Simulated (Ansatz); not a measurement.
Ligand exchange: Ge2H4Cl2 + H2 → GeH2(GeH3)Cl + HCl

Species: Ge2H4Cl2 `[Cl][GeH2][GeH2][Cl]`, singlet; H2 (hydrogen), singlet; GeH2(GeH3)Cl, singlet; HCl (hydrogen chloride), singlet. The partners trade Cl for H: Ge–Cl and H–H bonds give way to Ge–H and H–Cl.

Shapes, held fixed at every level: PBE0-D4/def2-TZVP. Flexible molecules stand in one conformer, not always the lowest. Programs: Ansatz 0.2.0. The zero-point and thermal change to 298 K, harmonic and unscaled (PBE0-D4/def2-TZVP), is +4.0 kJ/mol.

Problem. Estimate ΔH(298 K) of this reaction.

Solution. The highest level, CCSD(T)/def2-TZVPP, gives ΔH(298 K) = +46.2 kJ/mol; the levels span +34.6 to +53.2. The column of differences is taken from that level and isn't an error. No measured value is set beside it here. Relativity is left out for Ge. Outer-core shells of Ge are correlated in most correlated rows, in sets that cover them unevenly.

| level | kind | ΔH(298 K) (kJ/mol) | less CCSD(T)/def2-TZVPP |
| --- | --- | --- | --- |
| HF/def2-SVP | Hartree–Fock | +36.7 | -9.5 |
| B3LYP-D4/def2-TZVPP | global hybrid | +53.2 | +7.0 |
| PBE0-D4/def2-TZVPP | global hybrid | +50.0 | +3.8 |
| r2SCAN0-D4/def2-TZVPP | global hybrid | +51.6 | +5.4 |
| MP2/def2-SVP | perturbation theory | +43.5 | -2.7 |
| CCSD/def2-SVP | coupled cluster or CI | +34.6 | -11.6 |
| CCSD/def2-TZVPP | coupled cluster or CI | +43.1 | -3.1 |
| CCSD(T)/def2-TZVPP | coupled cluster or CI | +46.2 | 0.0 |
